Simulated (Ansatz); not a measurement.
Cartesian coordinates in Å:
```
B 0.176 0.643 -2.192
O -0.428 0.266 -1.048
Si -0.265 0.457 0.577
C -0.133 -1.206 1.368
Br 1.549 1.652 1.043
H -0.305 0.262 -3.222
H 1.158 1.331 -2.160
H -1.430 1.239 1.043
H -1.014 -1.806 1.126
H -0.064 -1.107 2.453
H 0.755 -1.732 1.012
```

Total charge 0; spin multiplicity 1.

Problem. List the B3LYP/def2-TZVPP orbital energies in eV (Ansatz 0.2.0). (Best estimate.)

Solution. The calculation gave: Occupied: -13139.07, -1800.52, -1700.72, -1532.42, -1532.37, -1532.37, -521.30, -276.86, -236.51, -184.46, -177.36, -177.19, -177.19, -144.89, -100.27, -100.21, -100.15, -71.65, -71.60, -71.59, -71.46, -71.46, -28.16, -21.30, -19.65, -16.32, -13.18, -12.31, -11.90, -11.75, -11.39, -11.19, -9.74, -9.47, -8.38, -8.31, -8.15. Lowest empty: -0.96, 0.37, 0.59, 0.75, 1.57, 2.16, 2.18, 2.43.

B3LYP here is the variant with VWN-RPA as its local correlation; programs differ in this.
